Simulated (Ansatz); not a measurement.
System: bismuth atom, Bi (charge 0, quartet).

Wanted: electron affinity to the triplet, in eV. Terms: each state is the SCF solution reached for its charge and spin; UHF or UKS for open shells; LANL2DZ with its own core potentials from Na on; spin-orbit terms left out; def2 sets with scalar-relativistic core potentials past Kr.

| species | coefficient | E at B3LYP/LANL2DZ (Ansatz), Eh | E at B3LYP/def2-TZVPD (Ansatz), Eh |
|---|---|---|---|
| charge -1, triplet | -1 | -5.43378 | -214.71696 |
| charge 0, quartet | +1 | -5.41799 | -214.68487 |

 1 Eh = 27.2114 eV.

Q: Compute it at each level from the table.

A: 
- B3LYP/LANL2DZ: the sum of coefficient times E is 0.01579 Eh, or 0.430 eV. Result: 0.43 eV.
- B3LYP/def2-TZVPD: the sum of coefficient times E is 0.03209 Eh, or 0.873 eV. Result: 0.87 eV.

Ansatz is a program for electronic structure.
